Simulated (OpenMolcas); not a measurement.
An atom or ion with 15 electrons was computed by SS-RASPT2, IPEA 0.25 Eh, imaginary shift 0.1 Eh with spin-orbit coupling (OpenMolcas, ANO-RCC-VQZP, DKH2). The lowest levels that the run gave, each within 12 % of the measured value where one is at hand:

| J | Parity | E (cm⁻¹) | g |
| --- | --- | --- | --- |
| 3/2 | odd | 0.0 | 2.002 |
| 3/2 | odd | 21440 | 0.803 |
| 5/2 | odd | 21550 | 1.200 |
| 1/2 | odd | 35520 | 0.666 |
| 3/2 | odd | 35630 | 1.331 |
| 5/2 | even | 118340 | 1.601 |
| 3/2 | even | 119200 | 1.735 |
| 1/2 | even | 119690 | 2.670 |
| 3/2 | even | 149300 | 0.800 |
| 5/2 | even | 149340 | 1.201 |

Q: Which ion is it, and what are the configurations and terms?

A: Ar3+ (Z = 18, charge +3; active space 5 electrons in 9 orbitals (RAS2 3s 3p; RAS3 3d, at most 2 electrons)). J, parity and g give the terms where levels are pure, and mixed ones are named by the computed weights; the size of the splittings, set against known spectra of the 15-electron sequence, gives the charge. In order, with the measured energies in cm⁻¹ (Saloman, J. Phys. Chem. Ref. Data 39, 033101 (2010)): 3s² 3p³ ⁴S°_3/2, 3s² 3p³ ²D°_3/2 (21091), 3s² 3p³ ²D°_5/2 (21220), 3s² 3p³ ²P°_1/2 (34855), 3s² 3p³ ²P°_3/2 (35032), 3s 3p⁴ ⁴P_5/2 (117563), 3s 3p⁴ ⁴P_3/2 (118516), 3s 3p⁴ ⁴P_1/2 (119043), 3s 3p⁴ ²D_3/2 (145921), 3s 3p⁴ ²D_5/2 (145999).

CASPT2 does not keep the components of a term degenerate, so their means are used; among the terms shown or strongly mixed into the levels shown the widest spread is 46 cm-1 (3s 3p⁴ ²D). The run also gave levels led by 3s² 3p² 3d, which use shells meant for correlation; these and all levels above them are left out. Some terms mix strongly with configurations of 3d, whose occupation reaches 0.27 (3s 3p⁴ ²D). Measured partners are found by configuration, term and J. A level has none where our copy of the source lacks it or the pairing is in doubt (some pairs that miss far off the trend of their configuration count as doubtful), and it then counts in no deviation. Levels of configurations outside the active space are missing.

° marks odd parity.
